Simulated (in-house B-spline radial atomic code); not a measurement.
Configurations of Tm II (Tm+), with energies counted from [Xe] 4f13 6s1. Level of theory: scalar-relativistic (X2C) r2SCAN0, spin-polarised, spherical fractional occupations, Fermi nucleus of rms radius 5.2256 fm; calculated with an all-electron radial atomic-structure program (B-spline basis). Shells without spins written out take the highest spin.

Caution: exact exchange at fractional occupations of open shells leaves self-interaction of up to several eV.

Occupations are held fixed; configurations that lie above the ionisation limit could autoionise.

| configuration | E - E(ref) (eV) | highest orbital | its <r> (bohr) |
| --- | --- | --- | --- |
| [Xe] 4f(7 up, 6 down) 5d(1 up, 0 down) | 3.5545 | 5d up | 3.151 |
| [Xe] 4f13 7d1 | 9.27 | 7d up | 13.94 |
| [Xe] 4f12 6s1 7p1 | 13.884 | 7p up | 8.812 |
| [Kr] 4d10 4f14 5s2 5p5 6s1 | 24.549 | 4f down | 0.8268 |
| [Kr] 4d10 4f(7 up, 6 down) 5s2 5p(2 up, 3 down) 6s(1 up, 0 down) 6d(0 up, 1 down) | 36.953 | 6d down | 7.207 |
| [Kr] 4d9 4f13 5s2 5p6 6s1 6d1 | 189.71 | 6d up | 7.162 |
| [Kr] 4d9 4f13 5s2 5p6 5f1 6s1 | 191.08 | 5f up | 8.745 |

**Question.** Order these further configurations by energy, lowest first.
A. [Xe] 4f13 6p1
B. [Xe] 4f(6 up, 6 down) 6s(0 up, 1 down) 7d(0 up, 1 down)
C. [Xe] 4f13 7f1
D. [Xe] 4f12 6s1 6p1
E. [Kr] 4d10 4f(6 up, 7 down) 5s2 5p(2 up, 3 down) 6s(0 up, 1 down) 7s(0 up, 1 down)

**Answer.** A (4.0024 eV), D (8.7492 eV), C (10.413 eV), B (18.043 eV), E (35.286 eV).

**Question.** How far above the reference does [Xe] 4f(7 up, 6 down) 6s(0 up, 1 down) lie?

**Answer.** 0.030051 eV; its least bound orbital is 6s down with <r> = 3.634 bohr.

**Question.** How far above the reference does [Xe] 4f12 6s1 7d1 lie?

**Answer.** 15.606 eV; its least bound orbital is 7d up with <r> = 13.12 bohr.

**Question.** How far above the reference does [Xe] 4f13 5f1 lie?

**Answer.** 8.718 eV; its least bound orbital is 5f up with <r> = 9.328 bohr.
